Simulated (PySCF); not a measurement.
C2H5BF2O, SMILES OCB(F)CF. The structure is a stationary point at PBE-D3(BJ)/def2-SVP. This is a generated structure with no PubChem entry under its InChIKey; it may be hypothetical. The values are those of a single conformer.

Computed equilibrium geometry at PBE-D3(BJ)/def2-SVP (PySCF confirms it by a frequency run) as a Z-matrix (one conformer of several):
```
B
F 1 1.3475
C 1 1.5676 2 119.04
O 3 1.4147 1 117.15 2 -8.68
H 4 0.9743 3 107.21 1 29.61
H 3 1.1157 4 109.21 5 152.71
H 3 1.1277 6 102.40 4 -120.12
C 1 1.5781 2 117.45 5 173.61
F 8 1.3933 1 112.01 2 -179.66
H 8 1.1176 9 109.39 1 -122.67
H 8 1.1177 10 105.38 9 117.58
```
